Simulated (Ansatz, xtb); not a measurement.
# Ranking isomers of C6H3FS

4 gas-phase structures of C6H3FS, from a drawn sample of its isomers (lower ones may exist). Each was relaxed with GFN2-xTB:

A. `C#Cc1ccsc1F`, a singlet
B. `C#Cc1sccc1F`, a singlet
C. `C#Cc1ccc(F)s1`, a singlet
D. `C#Cc1cc(F)cs1`, a singlet

Task: Make a reasoned guess at their ranking by r2SCAN-D4/def2-SVP single-point energy.

Result: Calculated order at r2SCAN-D4/def2-SVP: B (0.000), D (0.011), C (0.144), A (0.212) eV. Less than 1 kcal/mol parts B and D, so the order within that pair means little.

Energies above the lowest of each column, in eV; the last columns are at B3LYP/def2-SVP geometries:

```
structure  GFN2-xTB  HF/STO-3G  r2SCAN-D4/def2-SVP  B3LYP/def2-SVP  CCSD(T)/def2-SVP + ΔMP2/def2-TZVPP
        B     0.039      0.012               0.000           0.000                               0.007
        D     0.000      0.049               0.011           0.007                               0.000
        C     0.092      0.000               0.144           0.137                               0.151
        A     0.158      0.021               0.212           0.193                               0.168
```

CCSD(T)/def2-SVP + ΔMP2/def2-TZVPP puts D lowest, with B within 1 kcal/mol; HF/STO-3G picks C. CCSD(T)/def2-SVP + ΔMP2/def2-TZVPP orders those it was run on as D (0.000), B (0.007), C (0.151), A (0.168) eV. Less than 1 kcal/mol parts D and B; C and A, so the order within those pairs means little. ΔMP2 is the change of the MP2 energy from the smaller to the larger basis.

Over these structures GFN2-xTB departs from r2SCAN-D4/def2-SVP by 0.034 eV on average once a common shift is removed. A GFN2-xTB relaxation took about 0.068 s and the r2SCAN-D4/def2-SVP energy about 1.7 s on a shared host (Ansatz 0.2.0, xtb 6.7.1).
